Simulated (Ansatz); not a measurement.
Pulling on the Si4–H5 bond in GaH5Si (SMILES [SiH3][GaH2]) (multiplicity 1 held, fragments rigid). Energies count from the point at 1.488 Å.
Geometry at that point (charge 0, multiplicity 1):
```xyz
7

Ga     0.021    -0.380    -0.730
H     -1.289    -0.516    -1.595
H      1.359    -0.963    -1.325
Si    -0.039     0.733     1.421
H     -0.049     2.204     1.201
H      1.134     0.411     2.271
H     -1.269     0.388     2.179
```

Restricted levels (R-, RO-) in cc, def2 and unpolarised 6-31G sets keep to the state of the molecule at rest. Unrestricted levels (U-) break spin symmetry where that is lower. Active spaces are followed from a long bond inwards. Levels need not reach the same state.

Frozen-core correlation. Filled d and f shells under p-block atoms count as core.

Codes used: Ansatz (Gaussian basis) for Hartree–Fock, density functionals and correlated methods. 

Energies in eV.

| R (Å) | R-HF/def2-SVP | R-SCS-MP2/def2-SVP | U-CCSD/def2-SVP | R-CCSDT(Q)/def2-SVP | FIC-NEVPT4(SD) on CASSCF(2,2)/def2-SVP | FIC-MRCISD+Q on CASSCF(2,2)/def2-SVP |
|---|---|---|---|---|---|---|
| 1.190 | 1.33 | 1.31 | 1.31 | 1.32 | 1.33 | 1.32 |
| 1.339 | 0.27 | 0.26 | 0.26 | 0.27 | 0.27 | 0.27 |
| 1.488 | 0.00 | 0.00 | 0.00 | 0.00 | 0.00 | 0.00 |
| 1.637 | 0.17 | 0.16 | 0.15 | 0.15 | 0.14 | 0.15 |
| 1.785 | 0.56 | 0.54 | 0.52 | 0.50 | 0.49 | 0.50 |
| 2.008 | 1.31 | 1.27 | 1.20 | 1.17 | 1.16 | 1.18 |
| 2.232 | 2.12 | 2.02 | 1.90 | 1.84 | 1.82 | 1.84 |
| 2.604 | 3.35 | 3.11 | 2.86 | 2.71 | 2.69 | 2.72 |
| 2.975 | 4.39 | 3.93 | 3.41 | 3.23 | 3.22 | 3.25 |
| 3.422 | 5.38 | 4.57 | 3.63 | 3.53 | 3.52 | 3.55 |
| 4.017 | 6.36 | 4.91 | 3.68 | 3.65 | 3.64 | 3.67 |
| 4.761 | 7.15 | 4.67 | 3.69 | 3.67 | 3.67 | 3.70 |

Doubts at one or more of the structures used: a restricted determinant that unrestricted orbitals would lower (R-HF/def2-SVP, R-SCS-MP2/def2-SVP, R-CCSDT(Q)/def2-SVP); a spin-contaminated determinant (U-CCSD/def2-SVP); T1 above 0.05 (U-CCSD/def2-SVP, R-CCSDT(Q)/def2-SVP); other coupled-cluster roots lie near (R-CCSDT(Q)/def2-SVP).

Ansatz is a quantum-chemistry and plane-wave program.
